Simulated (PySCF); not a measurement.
CH3Cd, charge +1. Atoms are numbered in the order given.

```xyz
5

Cd     0.0000     0.0000    -0.3602
C      0.0000     0.0000     1.8410
H      0.9161    -0.5289     2.0806
H     -0.9161    -0.5289     2.0806
H      0.0000     1.0578     2.0806
```
Charge +1, spin multiplicity 1.

Geometry: B3LYP-D3(BJ)/def2-TZVP. The multiplicity is an assumed one; other spin states were not compared. The isomer is the one that the SMILES or the coordinates give; other isomers of the formula were not compared. The def2 effective core potentials stand for the cores of Cd; spin–orbit coupling is left out.

Computed with C-PCM-B3LYP/def2-TZVPD in PySCF.

The values are the electrostatic part of the solvation free energy, E(continuum) − E(gas) at the gas-phase geometry, in a cavity of scaled van der Waals radii (PySCF's table); cavitation and dispersion terms are not included. A continuum can't describe solvent molecules that bind to the metal. In vacuum the orbital gap is 4.58 eV.

| solvent | ε | ΔG(elec) (kcal/mol) | gap (eV) |
|---|---|---|---|
| water | 78.36 | -81.0 | 4.82 |
| acetonitrile | 35.69 | [?] | [?] |
| chloroform | 4.71 | -63.6 | 4.73 |

What belongs in the gaps? (An estimate is asked for; the answer gives what the named calculation found.)


- acetonitrile, ΔG(elec) (kcal/mol): -79.6
- acetonitrile, gap (eV): 4.81
